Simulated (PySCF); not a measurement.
Ge(F)2(Br)(NH2) (BrF2GeH2N), SMILES [NH2][Ge]([F])([F])[Br].

Geometry: PBE-D3(BJ)/def2-SVP. This is a generated structure with no PubChem entry under its InChIKey; it may be hypothetical. The values are those of a single conformer.

Calculation: PBE-D3(BJ)/def2-SVP (PySCF).

Frequencies are harmonic and unscaled.

```json
[
 {"mode": "1", "ν (cm⁻¹)": "48", "IR (km/mol)": "24.9", "moving atoms (share of kinetic energy)": "H 77 %, F 20 %"},
 {"mode": "2", "ν (cm⁻¹)": "137", "IR (km/mol)": "8.7", "moving atoms (share of kinetic energy)": "N 39 %, F 27 %, H 13 %, Br 12 %, Ge 9 %"},
 {"mode": "3", "ν (cm⁻¹)": "163", "IR (km/mol)": "0.0", "moving atoms (share of kinetic energy)": "F 54 %, Ge 22 %, H 12 %, Br 11 %"},
 {"mode": "4", "ν (cm⁻¹)": "221", "IR (km/mol)": "4.9", "moving atoms (share of kinetic energy)": "F 49 %, Br 32 %, N 15 %"},
 {"mode": "5", "ν (cm⁻¹)": "225", "IR (km/mol)": "19.7", "moving atoms (share of kinetic energy)": "F 71 %, Ge 22 %"},
 {"mode": "6", "ν (cm⁻¹)": "231", "IR (km/mol)": "16.0", "moving atoms (share of kinetic energy)": "N 38 %, F 32 %, H 23 %"},
 {"mode": "7", "ν (cm⁻¹)": "319", "IR (km/mol)": "54.0", "moving atoms (share of kinetic energy)": "Ge 54 %, Br 29 %, F 10 %"},
 {"mode": "8", "ν (cm⁻¹)": "553", "IR (km/mol)": "215.4", "moving atoms (share of kinetic energy)": "H 61 %, N 35 %"},
 {"mode": "9", "ν (cm⁻¹)": "682", "IR (km/mol)": "24.5", "moving atoms (share of kinetic energy)": "F 62 %, N 21 %, H 10 %, Ge 8 %"},
 {"mode": "10", "ν (cm⁻¹)": "729", "IR (km/mol)": "62.4", "moving atoms (share of kinetic energy)": "F 75 %, Ge 24 %"},
 {"mode": "11", "ν (cm⁻¹)": "734", "IR (km/mol)": "56.2", "moving atoms (share of kinetic energy)": "N 36 %, Ge 23 %, F 23 %, H 17 %"},
 {"mode": "12", "ν (cm⁻¹)": "888", "IR (km/mol)": "14.2", "moving atoms (share of kinetic energy)": "H 86 %, N 11 %"},
 {"mode": "13", "ν (cm⁻¹)": "1490", "IR (km/mol)": "27.9", "moving atoms (share of kinetic energy)": "H 91 %, N 9 %"},
 {"mode": "14", "ν (cm⁻¹)": "3440", "IR (km/mol)": "39.0", "moving atoms (share of kinetic energy)": "H 96 %"},
 {"mode": "15", "ν (cm⁻¹)": "3540", "IR (km/mol)": "34.1", "moving atoms (share of kinetic energy)": "H 91 %, N 9 %"}
]
```
